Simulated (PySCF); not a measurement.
C₃H₈O₂, SMILES COCCO, GFN2-xTB optimised geometry.

```
13

C      1.70     0.32    -1.31
O      0.30     0.23    -1.20
C     -0.12    -0.37     0.00
C     -1.65    -0.37     0.00
O     -2.17     0.93     0.00
H      1.91     0.79    -2.27
H      2.17    -0.67    -1.29
H      2.13     0.93    -0.51
H      0.26     0.20     0.86
H      0.26    -1.40     0.07
H     -2.02    -0.86     0.90
H     -2.00    -0.93    -0.88
H     -1.73     1.40    -0.72
```

Density from PBE0/def2-TZVP (PySCF) at that geometry.

Minimum of the electron density along straight lines between bonded atoms, close to the bond critical point (lines longer than 1.1 times the sum of covalent radii, or with two minima, are not listed):

| bond | length / Å | ρ at the minimum / e bohr⁻³ | ∇²ρ there / e bohr⁻⁵ | position (fraction from the first atom) |
|---|---|---|---|---|
| C1–O2 | 1.403 | 0.267 | -0.57 | 0.35 |
| O2–C3 | 1.412 | 0.263 | -0.58 | 0.65 |
| C3–C4 | 1.528 | 0.256 | -0.67 | 0.51 |
| C4–O5 | 1.402 | 0.271 | -0.62 | 0.35 |
| C1–H6 | 1.088 | 0.287 | -1.03 | 0.65 |
| C1–H7 | 1.097 | 0.280 | -0.98 | 0.64 |
| C1–H8 | 1.097 | 0.280 | -0.97 | 0.64 |
| C3–H9 | 1.100 | 0.280 | -0.97 | 0.65 |
| C3–H10 | 1.100 | 0.279 | -0.97 | 0.64 |
| C4–H11 | 1.092 | 0.286 | -1.02 | 0.65 |
| C4–H12 | 1.099 | 0.281 | -0.98 | 0.65 |
| O5–H13 | 0.966 | 0.360 | -2.44 | 0.81 |
